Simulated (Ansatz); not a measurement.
A run for Ansatz (an electronic-structure program): U-wB97M-V/def2-TZVPP on HOW (SMILES [OH][W]), 2S+1 = 4, a spin state set in the input, which need not be the lowest. Elements past Kr take the def2 small-core potentials; no spin–orbit coupling.

Ansatz 0.2 input:
```yaml
crystal:
  periodic: [false, false, false]
  atoms:
    - {symbol: W, position_ang: [-0.95263120, -0.66130202, -0.82548199]}
    - {symbol: O, position_ang: [0.42183841, -0.12135070, 0.28298982]}
    - {symbol: H, position_ang: [0.49762407, 0.83002432, 0.47217253]}
basis:
  gaussian:
    orbitals: def2-TZVPP
hamiltonian:
  xc: {name: wB97M-V}
magnetization: {spin_polarized: true, initial_magnetization: 3}
```

It printed:

```
WARN ansatz: RAYON_NUM_THREADS=1 ignored (pool sized by the plan → 1); use --threads N
Functional definition: wB97M-V
integrals: 0.04 GiB planned
550 factors; their error is unknown
integrals: 0.07 GiB planned
125 factors; integrals over basis functions are off by at most 3.0e-5 eV
mean field: 0.50 GiB planned
mean field evaluation 1: about -3880.2001 eV, gradient 3.3e1 eV
mean field evaluation 2: about -3873.8231 eV, gradient 5.5e1 eV
mean field evaluation 4: about -3884.0382 eV, gradient 1.5e0 eV
mean field evaluation 8: about -3884.0836 eV, gradient 1.7e-1 eV
mean field evaluation 16: about -3884.0913 eV, gradient 5.2e-3 eV
mean field evaluation 32: about -3884.0913 eV, gradient 6.8e-5 eV
mean field -3884.09126751 eV, -142.7377213493 hartree, gradient 1.9e-5 eV, S^2 3.804761; 4 other end points of the search recorded, 0 dependent functions left out
reference -3884.09130764 eV, -142.7377228241 hartree; 13, 10 occupied and 88, 91 virtual orbitals, 550 factors
Total energy: -3884.09130764 eV, -142.7377228241 hartree
```

Self-consistency was reached.

Cost: very roughly 30 core-seconds.
